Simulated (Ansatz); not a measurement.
CH7BClNSi can be A, `C[SiH2]B(N)Cl`, or B, `N[SiH2]CBCl`.

Gas-phase electronic energies from Ansatz, PBE0-D4/def2-TZVP geometries. CBS: MP2 limit from def2 TZ/QZ plus the TZ coupled-cluster correction, frozen cores. DFT in def2-TZVPP. B3LYP here is the variant with VWN-RPA as its local correlation; programs differ in this. One conformer a species, not always the lowest.

Problem. Which is lower in electronic energy at CCSD(T)/CBS, and by how much? (Best estimate.)

Solution. Ansatz gave: A, by 45.7 kJ/mol.

Problem. Give E(B) − E(A) in kJ/mol with PBE0-D4, CCSD/def2-TZVPP, B2PLYP, ωB97M-V, B3LYP-D4, B3LYP, HF/def2-TZVPP. (An estimate is asked.)

Solution. Computed: PBE0-D4 55.1, CCSD/def2-TZVPP 45.2, B2PLYP 47.5, ωB97M-V 44.7, B3LYP-D4 50.7, B3LYP 52.0, HF/def2-TZVPP 37.9. None reverses the order clearly.

Largest T1 diagnostic: 0.012.

From PBE to PBE0 (25 % exact exchange), in def2-TZVPP and without D4, E(B) − E(A) moves by −5.2 kJ/mol.
